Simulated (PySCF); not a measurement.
**Rh(OH)₂, quartet: structure and spectrum**

Level of theory: PySCF, UPBE0, basis Rh def2-SVP with ECP28, O def2-SVP, H def2-SVP (scalar-relativistic core potentials, no spin–orbit coupling, density fitting).

The structure is a minimum.

```xyz
5
charge 0 multiplicity 4, angstrom
Rh    0.0000    0.0246    0.0000
O    -0.1588   -0.0305    1.8618
O     0.1588   -0.0305   -1.8618
H    -0.5749   -0.7391    2.3651
H     0.5749   -0.7391   -2.3651
```

| Quantity | Value |
| --- | --- |
| Point group | C2 |
| Bond lengths | O–H 0.964 Å (×2), Rh–O 1.869 Å (×2) |
| Bond angles | H–O–Rh 125.3° (×2), O–Rh–O 176.6° |
| Enthalpy at 298.15 K above 0 K | 16.28 kJ/mol |
| Entropy at 298.15 K and 1 bar (electronic part: spin only) | 304.2 J/(mol K) |
| Zero-point energy | 64.7 kJ/mol |
| Heat capacity Cp at 298.15 K | 73.3 J/(mol K) |
| Principal polarisabilities | 26.4, 28.1, 59.3 bohr³ |
| Dipole moment | 2.17 D |
| Lowest empty level (β) | -3.39 eV |
| Principal quadrupole moments (Buckingham, traceless) about the centre of mass | -6.12, 1.51, 4.61 D Å |
| Atomisation energy without zero-point energy | 1474 kJ/mol |
| Highest occupied level (β) | -6.99 eV |
| Spin squared ⟨S²⟩ | 3.756 |
| Rotational symmetry number | 2 |
| Rotational constants | 11.66, 0.1363, 0.1353 cm⁻¹ |

Harmonic modes (masses in u: Rh 102.906, O 15.995, H 1.008):
| symmetry | ω (cm⁻¹) | IR (km/mol) |
| --- | --- | --- |
| a | 127 | 2.6 |
| b | 156 | 58.9 |
| a | 238 | 32.4 |
| b | 529 | 311 |
| a | 607 | 42.4 |
| a | 648 | 6.3 |
| b | 705 | 194 |
| b | 3903 | 255 |
| a | 3905 | 67.4 |

In C2 the vibrations span 5a + 4b.

Charges (e):
```
atom  Mulliken  Löwdin  polar tensor  spin (Mulliken)  Mayer order to Rh1
 Rh1      0.52    0.08          0.99             2.39                   –
O2,3     -0.47   -0.14         -0.83             0.30                1.12
H4,5      0.21    0.10          0.34             0.00                0.03
```
Other Mayer orders above 0.3: O–H 0.94 (×2).

Mulliken populations on Rh1 (electrons outside its core potential): s 2.49, p 6.30, d 7.68, f 0.01.

This need not be the most stable arrangement of these atoms. Open d and f shells are described by one determinant, and the ground state may have another occupation or spin.

The final relaxation and frequency run took roughly 2.1 core-minutes on a shared host.
